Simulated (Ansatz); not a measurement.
`C[O][Mo](=[O])([F])([F])[F]`. The species carries charge 0 and has multiplicity 1. Mo: def2 effective core potential. Geometry: relaxed with PBE0-D4/def2-TZVP. It is one conformer, not always the lowest.

```xyz
10

C    -0.175    0.281   -1.664
O    -0.441    0.574   -0.319
Mo    0.047   -0.099    1.311
O    -0.278    1.140    2.346
F     0.800   -1.415    2.363
F    -1.436   -1.204    1.291
F     1.797    0.091    0.706
H     0.906    0.174   -1.802
H    -0.545    1.103   -2.278
H    -0.676   -0.647   -1.954
```

Problem. What is the dipole moment at r2SCAN/def2-TZVPP? (Best estimate.)

Solution. Computed: 3.88 D, with components (-0.48, 0.49, -3.82) D in this frame, pointing from negative to positive charge.

Problem. And with PBE, B3LYP, ωB97M-V? (An estimate is asked.)

Solution. Ansatz gave: PBE 3.81 D, B3LYP 3.89 D, ωB97M-V 3.71 D.

Problem. Give the Mulliken charges with r2SCAN, ωB97M-V, PBE in def2-TZVPP. (Estimate.)

Solution. Computed: 
| atom | r2SCAN | ωB97M-V | PBE |
| --- | --- | --- | --- |
| C1 | 0.02 | -0.16 | -0.12 |
| O2 | -0.41 | -0.41 | -0.33 |
| Mo3 | 1.69 | 1.69 | 1.48 |
| O4 | -0.45 | -0.43 | -0.40 |
| F5 | -0.37 | -0.37 | -0.33 |
| F6 | -0.37 | -0.37 | -0.33 |
| F7 | -0.38 | -0.38 | -0.34 |
| H8 | 0.09 | 0.15 | 0.13 |
| H9 | 0.08 | 0.14 | 0.12 |
| H10 | 0.08 | 0.14 | 0.12 |

B3LYP here is the variant with VWN-RPA as its local correlation; programs differ in this.
